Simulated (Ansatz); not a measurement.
```yaml
crystal:
  periodic: [false, false, false]
  atoms:
    - {symbol: Zn, position_ang: [-2.273824, -2.085500, -0.794865]}
    - {symbol: Zn, position_ang: [-2.031357, 0.964665, -0.932854]}
    - {symbol: Zn, position_ang: [-2.838056, -0.313939, 1.022349]}
    - {symbol: Zn, position_ang: [-1.214937, 2.617664, 1.247442]}
    - {symbol: Zn, position_ang: [0.961339, -2.441038, -1.043637]}
    - {symbol: Zn, position_ang: [-0.590446, -2.748505, 1.165205]}
    - {symbol: Zn, position_ang: [2.400431, -1.164674, 0.881984]}
    - {symbol: Zn, position_ang: [1.216243, 0.811630, -1.591878]}
    - {symbol: Zn, position_ang: [0.755674, 3.195016, -0.373869]}
    - {symbol: Zn, position_ang: [3.289360, 1.513737, 0.296994]}
    - {symbol: O, position_ang: [-3.080279, -0.481899, -0.832660]}
    - {symbol: O, position_ang: [-0.649623, -3.296022, -1.043174]}
    - {symbol: O, position_ang: [-2.195730, -2.253147, 1.313142]}
    - {symbol: O, position_ang: [-0.383312, 2.073723, -1.487465]}
    - {symbol: O, position_ang: [-2.612517, 1.301239, 1.154924]}
    - {symbol: O, position_ang: [-0.054455, 3.860235, 1.335299]}
    - {symbol: O, position_ang: [1.980522, -0.745918, -1.259759]}
    - {symbol: O, position_ang: [1.456952, -2.676460, 0.914818]}
    - {symbol: O, position_ang: [3.356976, 0.314220, 1.443548]}
    - {symbol: O, position_ang: [2.258549, 2.258929, -0.971973]}
basis:
  gaussian: {orbitals: def2-SVP, fitting: {mean_field: def2-universal-jkfit}}
total_charge: 1
magnetization: {spin_polarized: false, initial_magnetization: 1}
hamiltonian: {xc: {name: RPBE}, dispersion: d3bjatm, pseudopotentials: {relativity: none}}
scf: {lower_state_search: full}
```

```sh
$ ansatz run in.yaml --threads 2 --pin off --events-out ev --progress --plain --max-ram 32768MiB --backend cuda --devices 0, --max-vram 18GiB
```

Shortened log:

```
Functional definition: RPBE
3410 factors; integrals over basis functions are off by at most 8.9e-2 eV
mean field evaluation 1: about -504438.1305 eV, gradient 2.7e2 eV
mean field evaluation 2: about -504438.1368 eV, gradient 2.7e2 eV
mean field evaluation 4: about -504526.5308 eV, gradient 1.2e2 eV
mean field evaluation 8: about -504550.5621 eV, gradient 7.1e1 eV
mean field evaluation 16: about -504563.3380 eV, gradient 2.7e0 eV
mean field evaluation 32: about -504563.4007 eV, gradient 2.7e-4 eV
mean field evaluation 64: about -503897.1627 eV, gradient 4.8e2 eV
mean field evaluation 96: about -504325.4216 eV, gradient 2.9e2 eV
mean field evaluation 128: about -504371.9780 eV, gradient 2.5e2 eV
mean field evaluation 160: about -504366.4149 eV, gradient 2.6e2 eV
mean field evaluation 192: about -504562.7592 eV, gradient 1.3e1 eV
mean field evaluation 224: about -504562.9866 eV, gradient 8.9e0 eV
mean field evaluation 256: about -504563.3130 eV, gradient 6.2e-1 eV
mean field evaluation 288: about -504530.2897 eV, gradient 1.1e2 eV
mean field evaluation 320: about -503849.8304 eV, gradient 6.3e2 eV
mean field evaluation 352: about -504163.7277 eV, gradient 3.9e2 eV
mean field evaluation 384: about -504387.8532 eV, gradient 2.4e2 eV
mean field evaluation 416: about -504322.4196 eV, gradient 2.9e2 eV
mean field evaluation 448: about -504221.2375 eV, gradient 3.4e2 eV
mean field evaluation 480: about -504282.0304 eV, gradient 2.9e2 eV
mean field evaluation 512: about -504268.4870 eV, gradient 2.8e2 eV
mean field evaluation 544: about -504062.1806 eV, gradient 3.9e2 eV
mean field evaluation 576: about -504563.3981 eV, gradient 1.4e-1 eV
mean field evaluation 608: about -504560.1948 eV, gradient 2.7e1 eV
mean field evaluation 640: about -504562.0222 eV, gradient 2.0e1 eV
mean field evaluation 672: about -504563.2476 eV, gradient 6.4e0 eV
mean field evaluation 704: about -504561.3299 eV, gradient 2.6e1 eV
mean field -504563.40074708 eV, -18542.3629720985 hartree, gradient 2.9e-6 eV, S^2 0.750000; 21 other end points of the search recorded, 0 dependent functions left out
reference -504563.40084416 eV, -18542.3629756661 hartree; 190, 189 occupied and 260, 261 virtual orbitals, 3410 factors
Total energy: -504571.05532082 eV, -18542.6442724950 hartree
```

Hardware: 2 threads of AMD EPYC 7R13 on a shared host and a share (18 GiB) of an NVIDIA H100 80GB HBM3. Wall time 3.1 min, peak host memory 1.1 GiB.

With spin_polarized false and unpaired electrons the run is restricted open-shell.
